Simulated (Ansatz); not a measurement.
Computed with Ansatz on PBE0-D4/def2-TZVP structures; ΔE is electronic, products minus reactants. CBS: MP2 limit from def2 TZ/QZ plus the TZ coupled-cluster correction, frozen cores. This one scheme is used for every species. DFT in def2-TZVPP. HSE06 is defined as in plane-wave codes. One conformer a species, not always the lowest.

Consider the cleavage of the Si–Si bond: `[SiH3][SiH2][SiH3]` + `BNC=C` → `BN(C=C)[SiH2][SiH3]` + SiH₄.

```tsv
level	ΔE (kJ/mol)	difference from CCSD(T)/CBS
PBE-D4	0.2	22.0
PBE0-D4	-4.3	17.5
r2SCANh-D4	-10.0	11.8
HSE06-D4	-3.7	18.1
PBE-QIDH	-14.0	7.8
BLYP	-0.6	21.2
PBE0	2.7	24.5
BHLYP	-14.5	7.3
RPA@PBE/def2-TZVPP	-26.0	-4.2
HF/def2-SVP	-14.0	7.8
CCSD(T)/CBS	-21.8	0
```

Largest T1 diagnostic among the species: 0.014.

From PBE to PBE0 (25 % exact exchange), in def2-TZVPP and without D4, ΔE moves by −5.4 kJ/mol. The D4 term adds −12.5 kJ/mol with B3LYP and −7.0 kJ/mol with PBE0; it sums over pairs of atoms, weighted by their polarisabilities, and B3LYP, whose exchange is more repulsive, gets the larger term.

B3LYP here is the variant with VWN-RPA as its local correlation; programs differ in this.
